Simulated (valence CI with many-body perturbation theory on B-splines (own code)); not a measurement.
Isoelectronic trend, 33 electrons, As to Ag14+

Method: relativistic CI+MBPT: five valence electrons over a frozen Dirac-Fock core [Ar] 3d10, a basis of 9 s, 9 p, 8 d, 6 f, 3 g, 1 h functions for each j, with the one-electron correlation potential Σ1, the two-electron term Σ2, the three-electron term Σ3, Breit, model QED; selected CI, second order for the rest, scaled by the run's own slope (own B-spline code, finite nucleus). Basis and details of the method differ along the sequence, and some ions are missing.

Excitation energies in eV above the lowest level of each ion. Labels name the leading LS component, so a column can jump where levels mix; a blank means that no level of the computed list carries the label, and where several do, the lowest of them is shown. The ionisation energies from NIST are mostly theoretical or semi-empirical. By estimate, excited configurations hold to about 0.1 % in light ions and 0.5 % in heavy ones, terms of the ground configuration to 0.5 to 2 %, and small fine-structure intervals to 10 cm⁻¹ or more; near the neutral end and where shells cross, configurations can be misplaced by 0.1 to 0.6 eV.

```csv
Ion,Lowest level,IE (eV),"IE, NIST (eV)",4s2 4p3 2P°_1/2,4s 4p4 4P_1/2,4s 4p4 2D_5/2,4s 4p4 2P_3/2,4s 4p4 2S_1/2,4s2 4p2 4d 4F_3/2,4s2 4p2 4d 4F_5/2
As,4s2 4p3 4S°_3/2,9.7579,9.78855,2.261,,,,,,
Se+,4s2 4p3 4S°_3/2,21.128,21.196 ± 0.01,2.862,10.67,12.56,,,12.95,13.02
Br2+,4s2 4p3 4S°_3/2,34.833,34.871 ± 0.019,3.383,13.03,15.43,,18.31,17.29,17.41
Kr3+,4s2 4p3 4S°_3/2,50.667,50.85 ± 0.11,3.866,15.35,18.16,,21.56,21.38,21.55
Rb4+,4s2 4p3 4S°_3/2,68.512,68.44 ± 0.15,4.333,17.70,20.84,,24.83,25.30,25.54
Sr5+,4s2 4p3 4S°_3/2,88.296,88 ± 2,4.800,20.09,23.54,26.73,26.86,29.12,29.43
Zr7+,4s2 4p3 4S°_3/2,133.5,133.7 ± 0.5,5.777,25.04,29.07,33.05,32.86,36.53,37.04
Nb8+,4s2 4p3 4S°_3/2,158.86,159.2 ± 0.7,6.310,27.62,31.94,36.24,35.90,40.16,40.79
Mo9+,4s2 4p3 4S°_3/2,186.03,186.3 ± 1.2,6.887,30.29,34.91,39.49,39.02,43.75,44.53
Tc10+,4s2 4p3 4S°_3/2,215.02,214 ± 2.4,7.517,33.06,37.99,42.84,42.23,47.32,48.26
Ru11+,4s2 4p3 4S°_3/2,245.8,245 ± 2.5,8.214,35.93,41.21,46.29,45.56,50.87,52.00
Rh12+,4s2 4p3 4S°_3/2,278.37,277 ± 3,8.985,38.91,44.58,49.87,49.03,54.42,55.74
Pd13+,4s2 4p3 4S°_3/2,312.73,311 ± 3,9.841,42.01,48.11,53.60,52.65,57.96,59.51
Ag14+,4s2 4p3 4S°_3/2,348.88,347 ± 3,10.79,45.23,51.83,57.48,56.45,61.51,63.30
```

**Question.** Does the computed ground configuration or its J change in this range?

**Answer.** No, it stays 4s2 4p3 with J = 3/2; its leading component is 94 % 4S° at the start and 61 % 4S° at the end, where the leading jj configuration holds 82 %.

Shares of the ionisation energy in eV, for some of the ions:

| Ion | Σ1 | Σ2 | Σ3 | Breit | QED |
| --- | --- | --- | --- | --- | --- |
| As | 0.246 | -0.141 | -0.00338 | 0.00300 | 0.00180 |
| Br2+ | 0.477 | -0.169 | -0.0219 | -0.000420 | 0.00223 |
| Rb4+ | 0.633 | -0.168 | -0.0465 | -0.00705 | 0.00232 |
| Zr7+ | 0.804 | -0.151 | -0.0826 | -0.0248 | 0.00222 |
| Mo9+ | 0.896 | -0.131 | -0.105 | -0.0443 | 0.00209 |
| Ru11+ | 0.975 | -0.108 | -0.125 | -0.0710 | 0.00186 |
| Pd13+ | 1.05 | -0.0787 | -0.142 | -0.105 | 0.00154 |
